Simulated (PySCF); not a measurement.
Mayer bond orders and bond lengths

Compound: C4H11NSi3.
Atom-mapped SMILES: `[CH3:1][CH2:2][Si@@H:3]1[CH2:4][SiH2:5][Si@@H:6]1[C:7]#[N:8]` (hydrogens: H9, H10, H11 on C1; H12, H13 on C2; H14 on Si3; H15, H16 on C4; H17, H18 on Si5; H19 on Si6)

Cartesian coordinates in Å at the GFN2-xTB level; atoms count from 1:
```
atom  x, y, z in Å
C1     2.4709    0.9985   -0.5494
C2     1.6605   -0.2880   -0.6448
Si3    0.4236   -0.4673    0.7931
C4    -0.8764   -1.8649    0.4672
Si5   -2.5525   -0.9253    0.2561
Si6   -1.3790    1.0471    0.7533
C7    -1.2710    2.2728   -0.6482
N8    -1.1730    2.9948   -1.5353
H9     1.8166    1.8667   -0.6011
H10    3.1893    1.0678   -1.3644
H11    3.0191    1.0400    0.3897
H12    1.1206   -0.2961   -1.5935
H13    2.3419   -1.1409   -0.6680
H14    1.1874   -0.6911    2.0341
H15   -0.6311   -2.4733   -0.4022
H16   -0.9190   -2.5635    1.3017
H17   -3.1270   -1.1205   -1.0783
H18   -3.5577   -1.3876    1.2207
H19   -1.7528    1.9400    1.8619
```

Bond orders from the PBE0/pcSseg-1 density (PySCF). The structure is a single GFN2-xTB conformer in the gas phase; no vibrational or solvent corrections.

How far do the computed orders between heavy atoms stray from the drawn ones?

The largest departure is 0.204, at Si6–C7 (drawn single, 0.796). Drawn single, order below 0.88: Si5–Si6 (0.867), Si6–C7 (0.796) and Si6–Si3 (0.835).

Give the Mayer order of every bond between heavy atoms, beside its length.

```tsv
bond	drawn as	length (Å)	Mayer order
C1–C2	single	1.523	1.049
C2–Si3	single	1.905	0.949
Si3–C4	single	1.936	0.882
C4–Si5	single	1.933	0.902
Si5–Si6	single	2.348	0.867
Si6–C7	single	1.865	0.796
C7–N8	triple	1.148	2.917
Si6–Si3	single	2.355	0.835
```

By pair of heavy elements: C–Si: lowest Si6–C7 (0.796, 1.865 Å), highest C2–Si3 (0.949, 1.905 Å); in 3 of the 6 pairs the longer bond (by over 0.003 Å) has the higher order (by 0.02 or more). Si–Si: lowest Si6–Si3 (0.835, 2.355 Å), highest Si5–Si6 (0.867, 2.348 Å).

And the bonds to hydrogen?

C–H: 0.93 to 0.96 (7 bonds); H–Si: 0.94 to 0.95 (4 bonds).

Sum the orders of all bonds at each heavy atom with more than one neighbour and set the sums beside the valence in the SMILES.

C1 3.939 (drawn 4), C2 3.873 (drawn 4), Si3 3.601 (drawn 4), C4 3.657 (drawn 4), Si5 3.650 (drawn 4), Si6 3.443 (drawn 4), C7 3.713 (drawn 4). Orders between atoms that aren't bonded are not in these sums.

For a closed shell the Mayer order of atoms A and B is Σ (PS)μν (PS)νμ over the basis functions μ on A and ν on B, with P the density and S the overlap matrix.

The run behind these numbers computed NMR shieldings as well. Hardware: one thread of an Intel Xeon at 2.50 GHz, shared host with 64 logical CPUs at a one-minute load of 54. Cost: 2.7 min wall, 2.4 min CPU (grids of density and orbitals included), 0.94 GiB resident at most.
